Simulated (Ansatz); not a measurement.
Mulliken charges of stibine (`[SbH3]`) from r2SCAN/def2-TZVPP in Ansatz (PBE0-D4/def2-TZVP geometry).

```tsv
atom	x (Å)	y (Å)	z (Å)	charge (e)
Sb1	0.456	-0.310	-0.464	0.278
H2	0.844	0.072	1.154	-0.093
H3	-1.039	-0.984	0.009	-0.093
H4	-0.261	1.222	-0.698	-0.093
```

Task: By hand: the dipole of these point charges (1 e Å = 4.8032 D).

Result: Σ q r = (0.169, -0.115, -0.172) e Å, of length 0.267 e Å = 1.28 D.

Task: How does the dipole of the full density compare? (Best estimate.)

Result: Ansatz gave: (0.040, -0.027, -0.041) e Å, 0.30 D; the point charges give 4.27 times that, at 0° from its direction.

Point charges leave out the atoms' own dipoles, such as those of lone pairs, and Mulliken's split depends on the basis, so the two needn't agree.
